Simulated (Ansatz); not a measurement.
Pulling on the Si5–H6 bond in BH5OSi (SMILES BO[SiH3]) (multiplicity 1 held, fragments rigid). Energies count from the point at 1.477 Å.
Geometry at that point (charge 0, multiplicity 1):
```xyz
8

B     -0.355     0.168     1.746
H     -1.122     0.723     2.474
H      0.516    -0.542     2.166
O     -0.489     0.357     0.418
Si     0.331    -0.201    -0.915
H      0.863     0.968    -1.643
H     -0.630    -0.934    -1.764
H      1.435    -1.094    -0.498
```

U- levels take the lowest unrestricted solution at each point, which mixes spins at long bonds. Active spaces are followed from a long bond inwards. Levels need not reach the same state.

Frozen-core correlation.

Programs: Ansatz (Gaussian orbitals). Values without a source in brackets are computed.

Energies in kJ/mol.

```tsv
R (Å)	U-MP2/cc-pV(D+d)Z	FIC-NEVPT4(SD) on CASSCF(2,2)/cc-pV(D+d)Z	FIC-MRCISD on CASSCF(2,2)/cc-pV(D+d)Z	FIC-MRCISD+Q on CASSCF(2,2)/cc-pV(D+d)Z
1.182	126	127	127	126
1.329	25	26	?	26
1.477	0	0	0	0
1.625	17	15	15	15
1.772	55	51	50	51
1.994	129	119	?	121
2.215	218	188	187	190
2.585	330	282	280	284
2.954	366	342	339	344
3.397	379	376	374	378
3.988	383	391	389	393
4.726	384	395	392	397
```

Problem. What belongs in the gaps?

Solution. 
- 1.329, FIC-MRCISD on CASSCF(2,2)/cc-pV(D+d)Z: 26
- 1.994, FIC-MRCISD on CASSCF(2,2)/cc-pV(D+d)Z: 118

Doubts at one or more of the structures used: a spin-contaminated determinant (U-MP2/cc-pV(D+d)Z).

Ansatz is an electronic-structure program.
